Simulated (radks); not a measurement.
Q: Coulomb parameter of the 3d shell of neutral nickel in the model configuration [Ar] 3d8.5 4s1.5, as a second difference U = [E(n + 0.5) + E(n - 0.5) - 2 E(n)] / (0.5)^2 with all orbitals relaxed. "Bare": the charge of the atom changes with n. "Screened": the 4s shell takes up the change at fixed total charge, which measures U(3d,3d) + U(4s,4s) - 2 U(3d,4s). Calculated with a radial shooting solver on a logarithmic mesh with Libxc functionals: scalar-relativistic Kohn-Sham, r2SCAN, spin-unpolarised, spherical densities, finite nucleus; meta-GGA in the generalised Kohn-Sham scheme; Fermi nuclear charge, rms radius 3.7757 fm. Estimate both.

A: U(bare) = 12.209 eV, U(screened by 4s) = 2.923 eV, against the Slater integral F0(3d,3d) = 24.671 eV with frozen orbitals. The step up makes a negative ion, whose loosely bound charge lowers the bare value.
